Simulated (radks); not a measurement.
Values are calculated unless marked as measured or tabulated.
Initial-state core-level shifts of the lanthanum ion La2+ when its valence configuration changes from [Xe] 5d1. Code: a radial shooting solver on a logarithmic mesh with Libxc functionals. Model: Dirac Kohn-Sham, PBE, spin-unpolarised, spherical densities, point nucleus; open shells fill j = l - 1/2 first. Shifts are changes of the shell-averaged eigenvalues in eV (positive: less bound).

valence          3s      3d      4p      4d
6p1          -3.666  -3.679  -3.596  -3.593
6s1          -2.752  -2.765  -2.689  -2.690
4f1          +8.085  +7.956  +7.299  +6.890
4f0.5 6p0.5  +2.568  +2.492  +2.139  +1.915
